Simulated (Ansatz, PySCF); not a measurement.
Molecule: sum formula NHTeI, charge 0, multiplicity 2. It need not be the lowest isomer of its formula. 
Structure (B3LYP-D3(BJ)/def2-TZVP (Ansatz, a quantum-chemistry and plane-wave program) minimum search):
```
Te
N 1 1.9291
H 2 1.0227 1 112.74
I 1 2.7445 2 107.92 3 0.00
```
Charge 0, spin multiplicity 2.

Total electronic energies in hartree. Correlated levels leave the core frozen unless marked. UHF or UKS for open shells. No spin-orbit coupling. The frozen core is the preceding noble-gas configuration, with the filled d and f shells of earlier blocks. Past Kr the def2 sets carry scalar-relativistic core potentials. STO-3G rows are all-electron and non-relativistic. CBS(X,Y): correlation extrapolated as X^-3; Hartree-Fock from the larger set. The bracket is a focal-point correction in the basis named.

```csv
level,program,energy (Eh)
HF/def2-SVPD,Ansatz,-618.60307
BLYP-D4/def2-TZVPD,Ansatz + dftd4,-620.98705
BP86-D4/def2-TZVPD,PySCF + dftd4,-621.36923
r2SCAN-D4/def2-TZVPD,Ansatz + dftd4,-621.28153
B97M-V/def2-TZVPD,Ansatz,-621.05072
PBE0/def2-SVP,Ansatz,-620.94613
TPSSh-D4/def2-TZVPD,PySCF + dftd4,-620.92034
PW6B95/def2-TZVPD,PySCF,-621.49935
wB97M-V/def2-TZVPD,Ansatz,-621.01329
B2PLYP/def2-TZVPD,Ansatz,-620.48967
SCS-MP2/def2-SVP,Ansatz,-618.91679
SCS-MP2/def2-TZVPP,Ansatz,-619.13229
CCSD/STO-3G,Ansatz,-13452.20151
CCSD(T)/def2-TZVPPD,Ansatz,-619.20957
"RI-MP2/CBS(def2-TZVPPD,def2-QZVPPD)+[CCSD(T)-MP2]/def2-TZVPPD",Ansatz,-619.2958
```

Totals of different functionals don't rank their quality; only differences between species are comparable.
